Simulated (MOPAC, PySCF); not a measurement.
C2H6BN, SMILES `C=BCN` (C–B–C–N torsion -130°, B–C–N–H torsion 167°), neutral singlet in the gas phase. 

Cartesian coordinates (Å):
```xyz
10

C      2.0646    -0.3420    -0.1695
B      0.7145    -0.2602     0.0986
C     -0.7907    -0.2374     0.3597
N     -1.4768     1.0028    -0.0193
H      2.4559    -0.8784    -1.0270
H      2.8157     0.1295     0.4543
H     -0.9543    -0.4263     1.4277
H     -1.1731    -1.1469    -0.1428
H     -2.4818     0.8785    -0.0214
H     -1.1986     1.3050    -0.9440
```
Charge 0, multiplicity 1.

All levels are single points at this geometry (B3LYP-D3(BJ)/def2-TZVP); Pople sets use spherical d functions. Orbital energies aren't observables, and empty levels follow the basis.

```csv
level,HOMO (eV),LUMO (eV),gap (eV),dipole (D),"vertical IE, Delta-SCF (eV)"
B3LYP-D3(BJ)/def2-TZVP in PySCF,-6.16,-0.93,5.23,2.05,8.63
B3LYP/3-21G in PySCF,-5.81,-0.52,5.29,2.02,–
M06-2X/6-31G* in PySCF,-7.16,0.65,7.82,2.00,–
HF/6-31G* in PySCF,-8.50,3.62,12.11,2.15,7.13
HF/STO-3G in PySCF,-6.81,7.40,14.21,1.87,–
PM7 in MOPAC,-9.24,-0.39,8.86,2.17,–
```
